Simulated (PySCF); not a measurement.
**MN cations for M along group 14**

PBE0 with double-zeta basis sets in PySCF, for the lowest determinant that a PBE0 search found; no spin–orbit coupling. De refers to high-spin ground-configuration atoms (the charge goes to the atom of lower measured ionisation energy or higher electron affinity, which is not always the lowest computed limit). A positive dipole points towards N; it is taken about the centre of mass and depends on that origin.

```csv
M,basis,charged atom,state (unpaired electrons),Re (Å),ωe (cm⁻¹),De (eV),μ (D)
C,def2-SVP,C+,"triplet (σ ↑, π ↑)",1.228,1891,5.39,-2.09
Si,def2-SVP,Si+,triplet (π ↑↑),1.801,787,2.55,-2.68
Ge,"6-31G(d,p)",Ge+,triplet (π ↑↑),1.918,628,2.08,-1.42
Sn,def2-SVP,Sn+,triplet (π ↑↑),2.142,541,1.59,-1.95
Pb,def2-SVP,Pb+,triplet (π ↑↑),2.244,493,n/a,-2.06
```

The shortest bond is that of CN⁺ (1.228 Å), the longest that of PbN⁺ (2.244 Å).

The rows differ in basis set, which adds steps of its own.

The state changes along the series, so neighbouring rows are not always alike in their bonding.

Spin–orbit coupling is left out, which matters for elements this heavy, above all for dissociation energies. For an ion De counts to the pair picked by the measured ionisation energies or electron affinities, which need not be the lowest pair at this level. States were picked by a PBE0 search and need not be the measured ground states.
